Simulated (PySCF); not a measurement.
GaGe at PBEsol

Computed with PBEsol; basis Ga pcseg-1, Ge pcseg-1; no relativity; PySCF 2.14.

For GaGe, the state is ⁴Σ⁻ (quartet), unpaired electrons σ ↑, π ↑↑. The bond length is 2.470 Å and the harmonic wavenumber is 222 cm⁻¹. The force constant is 1.04 mdyn/Å and the rotational constant Be is 0.07746 cm⁻¹. The anharmonicity ωexe is 0.731 cm⁻¹ and the vibration–rotation constant αe is 0.000367 cm⁻¹. The well depth De to Ga + Ge is 63.9 kcal/mol and the dissociation energy D0 is 63.6 kcal/mol. The bond order (Mayer) is 1.53 and the dipole moment (positive dipole means Ga(−)Ge(+)) is -1.02 D.

Spin–orbit coupling is left out. The state is the lowest determinant that a PBE0 search found; another state may lie lower at other levels.
